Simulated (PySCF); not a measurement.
## Spin-rotation constants: SMILES C=C1CO[C@@H]1C(C)=O, C$_{6}$H$_{8}$O$_{2}$

Geometry:
| atom | x (Å) | y (Å) | z (Å) |
| --- | --- | --- | --- |
| C1 | -1.679 | 1.398 | 0.883 |
| C2 | -1.176 | 0.349 | 0.274 |
| C3 | -1.386 | -1.136 | 0.263 |
| O4 | -0.303 | -1.295 | -0.663 |
| C5 | -0.058 | 0.116 | -0.713 |
| C6 | 1.300 | 0.579 | -0.209 |
| C7 | 2.165 | -0.505 | 0.356 |
| O8 | 1.603 | 1.744 | -0.249 |
| H9 | -2.491 | 1.306 | 1.584 |
| H10 | -1.289 | 2.383 | 0.698 |
| H11 | -2.337 | -1.477 | -0.157 |
| H12 | -1.201 | -1.654 | 1.210 |
| H13 | -0.235 | 0.537 | -1.710 |
| H14 | 2.243 | -1.316 | -0.365 |
| H15 | 3.147 | -0.114 | 0.607 |
| H16 | 1.689 | -0.906 | 1.249 |

Theory: PySCF, GIAO PBE/pcSseg-1 magnetisability, rotational g tensor and spin-rotation constants, non-relativistic, gas phase. Geometry: GFN2-xTB.

(1) Give the nuclear spin-rotation constants along the inertial axes (H = +C I·J) beside the isotropic shieldings.

(2) How do the rotational constants and the g tensor change when H9, H10, H11, H12, H13, H14, H15, H16 are replaced by deuterium?

Results:

(1) Rotational constants 3.0779, 1.9158, 1.3759 GHz. A star marks the isotopologue with that one atom substituted, in its own axes.
```tsv
atom	isotope	Caa (kHz)	Cbb (kHz)	Ccc (kHz)	mean (kHz)	σ (ppm)
H9	1H	0.071	-0.180	-0.088	-0.066	26.5
H10	1H	-0.132	0.031	-0.138	-0.080	26.2
H11	1H	0.120	-0.173	-0.102	-0.051	26.1
H12	1H	-0.328	-0.151	0.079	-0.133	26.2
H13	1H	-0.289	-0.226	0.115	-0.133	26.1
H14	1H	-0.362	0.037	-0.106	-0.144	28.8
H15	1H	0.073	-0.217	-0.140	-0.095	29.8
H16	1H	-0.196	-0.212	-0.012	-0.140	29.1
C1	13C*	1.055	0.603	0.274	0.644	72.8
C2	13C*	1.231	0.736	0.371	0.779	31.2
C3	13C*	0.756	0.445	0.349	0.517	100.2
O4	17O*	-0.227	-0.148	-0.157	-0.177	288.7
C5	13C*	0.893	0.461	0.389	0.581	83.4
C6	13C*	1.546	0.899	0.503	0.983	-31.7
C7	13C*	0.522	0.322	0.217	0.353	152.9
O8	17O*	-1.984	-1.534	-0.364	-1.294	-302.2
```
For the geometry as given, no vibrational averaging.

(2) Constants 2.6330, 1.6627, 1.2155 GHz; g -0.0394, -0.0238, -0.0148, against -0.0466, -0.0268, -0.0169 before.
